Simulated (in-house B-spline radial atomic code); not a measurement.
Kr8+: [Ar] 3d9 6p1 (an excited or competing configuration)

All numbers are computed (Dirac-Hartree-Fock, average of configuration; Fermi nucleus of rms radius 4.1884 fm) with an all-electron radial atomic-structure program (B-spline basis), not measured.

Screening seen three ways: the hydrogenic charge with the same mean radius, Z_r = [3n² - l(l+1)]/(2<r>), the one with the same energy, Z_e = n√(-2ε), and Slater's rules. Values are occupation-weighted means over j. An effective charge above Z reflects the relativistic contraction of the inner shells.

```json
{"shell": "1s", "electrons": "2", "ε (eV)": "-14588", "<r> (bohr)": "0.04147", "Z_r": "36.17", "Z_e": "32.74", "Slater": "35.70"}
{"shell": "2s", "electrons": "2", "ε (eV)": "-2133.4", "<r> (bohr)": "0.1826", "Z_r": "32.86", "Z_e": "25.04", "Slater": "31.85"}
{"shell": "2p", "electrons": "6", "ε (eV)": "-1901.7", "<r> (bohr)": "0.1599", "Z_r": "31.27", "Z_e": "23.64", "Slater": "31.85"}
{"shell": "3s", "electrons": "2", "ε (eV)": "-467.19", "<r> (bohr)": "0.5208", "Z_r": "25.92", "Z_e": "17.58", "Slater": "24.75"}
{"shell": "3p", "electrons": "6", "ε (eV)": "-390.28", "<r> (bohr)": "0.5278", "Z_r": "23.68", "Z_e": "16.07", "Slater": "24.75"}
{"shell": "3d", "electrons": "9", "ε (eV)": "-265.36", "<r> (bohr)": "0.5245", "Z_r": "20.02", "Z_e": "13.25", "Slater": "15.20"}
{"shell": "6p", "electrons": "1", "ε (eV)": "-44.208", "<r> (bohr)": "4.074", "Z_r": "13.01", "Z_e": "10.82", "Slater": "9.00"}
```

The least bound orbital is 6p3/2 at -44.11 eV, and it is also the most diffuse (<r> = 4.083 bohr).

Spin-orbit splittings of the orbital energies (j = l + 1/2 above j = l - 1/2 when positive): 2p 54.35 eV, 3p 8.64 eV, 3d 1.458 eV, 6p 0.2797 eV.

For the 1s electron the small component carries 1.71 % of the norm, the zero-frequency Breit interaction raises the level by 23.58 eV, self-energy by 12.52 eV, and vacuum polarisation lowers it by 1.302 eV.
